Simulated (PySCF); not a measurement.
In(I)(OH)2 (H2IInO2), SMILES [In]([OH])([OH])[I]. Coordinates come from a B3LYP-D3(BJ)/def2-SVP optimisation. The def2 effective core potentials stand for the cores of I, In; spin–orbit coupling is left out. The values are those of a single conformer.

The numbers are results of B3LYP-D3(BJ)/def2-SVP in PySCF 2.14.0, not measurements.

Harmonic wavenumbers (cm⁻¹): 83, 114, 122, 200, 265, 283, 587, 614, 814, 846, 3802, 3818. Rotational constants (GHz): 4.969, 0.8237, 0.7065; symmetry number 1.

**Question.** Work out the zero-point energy and the ideal-gas rigid-rotor harmonic-oscillator thermochemistry at 298.15 K and 1 atm.

**Answer.** ZPE = ½ Σ hcν = ½ × 11548 cm⁻¹ = 69.07 kJ/mol. H − E(el) = 89.74 kJ/mol. Entropy in J/(mol K): translation 178.83, rotation 121.75, vibration 69.59, total 370.16. G − E(el) = -20.62 kJ/mol. Cp = 93.42 J/(mol K). Modes under 150 cm⁻¹ make the vibrational entropy uncertain.
